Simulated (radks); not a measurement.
Values are calculated unless marked as measured or tabulated.
Q: The mean radii <r> (bohr) of the occupied orbitals of an atom or ion are listed with their occupations. Code: a radial shooting solver on a logarithmic mesh with Libxc functionals. Model: scalar-relativistic Kohn-Sham, BLYP, spin-polarised, spherical densities, finite nucleus; Fermi nuclear charge, rms radius of each element as measured or else 0.836 A^(1/3) + 0.57 fm.

| orbital | occ. | <r> |
|---|---|---|
| 1s up | 1 | 0.02722 |
| 1s down | 1 | 0.02722 |
| 2s up | 1 | 0.1172 |
| 2s down | 1 | 0.1172 |
| 2p up | 3 | 0.1025 |
| 2p down | 3 | 0.1025 |
| 3s up | 1 | 0.3139 |
| 3s down | 1 | 0.3138 |
| 3p up | 3 | 0.3118 |
| 3p down | 3 | 0.3118 |
| 3d up | 5 | 0.2881 |
| 3d down | 5 | 0.2881 |
| 4s up | 1 | 0.7275 |
| 4s down | 1 | 0.7274 |
| 4p up | 3 | 0.7710 |
| 4p down | 3 | 0.7713 |
| 4d up | 5 | 0.8567 |
| 4d down | 3 | 0.8586 |

Name the element and its charge. Open shells, if any, are filled with parallel spins first.

A: Z = 53, iodine, charge +9: I9+ in [Kr] 4d8. The 1s radius gives Z: for a bare nucleus <r> = (2 gamma + 1)/(2Z) with gamma = sqrt(1 - (Z/c)^2), 0.02683 bohr for Z = 53, and screening makes it slightly larger (0.02722 here). The occupations add up to 44, and the charge is Z minus that.
